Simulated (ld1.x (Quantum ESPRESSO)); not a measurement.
## Transferability test, PAW potential for C

* Element: carbon
* Generator: ld1.x (Quantum ESPRESSO) 7.5
* Type: PAW
* Functional: PBE
* Relativity: non-relativistic
* Frozen core: [He]
* Valence charge: 4
* Reference configuration: 2s2 2p2
* Partial waves: 2s (bound): rcut 0.75, rcutus 0.95 bohr; 2s channel at -0.25 Ry: rcut 0.75, rcutus 0.95 bohr; 2p (bound): rcut 2.05, rcutus 2.35 bohr; 2p channel at 4.6 Ry: rcut 2.05, rcutus 2.35 bohr
* Local potential: all-electron potential smoothed inside 0.85 bohr (lloc = -2)
* Core correction: Bessel-smoothed model core inside 0.85 bohr
* Augmentation charge: BESSEL, radius 0.80 bohr

Energies are relative to the spin-unpolarised reference configuration 2s2 2p2; without spin polarisation the order of configurations can differ from experiment. Not all tests gave a result: 3 of 7 tests not solved or not reliable. Left out of the table: 2s2 2p1 (pseudo-atom not self-consistent, printed error +523 meV); 2s2 2p2.3 (pseudo-atom not self-consistent, printed error -5.5 meV); 2s1 2p3 (pseudo-atom not self-consistent, printed error -492 meV).

**Question.** Give the all-electron excitation energy and the error of the potential for: 2s2 2p0; 2s1 2p0; 2s2 2p1.5; 2s0 2p4.

**Answer.**

| valence configuration | charge | ΔE all-electron (eV) | error AE − PS (meV) |
| --- | --- | --- | --- |
| 2s2 2p0 | +2 | 35.025 | +363 |
| 2s1 2p0 | +3 | 83.198 | +276 |
| 2s2 2p1.5 | +0.5 | 3.965 | +3.5 |
| 2s0 2p4 | 0 | 16.945 | -0.8 |

Levels in the configuration 2s1 2p0:

| level | all-electron (eV) | pseudo (eV) |
| --- | --- | --- |
| 2s | -56.080 | -56.236 |
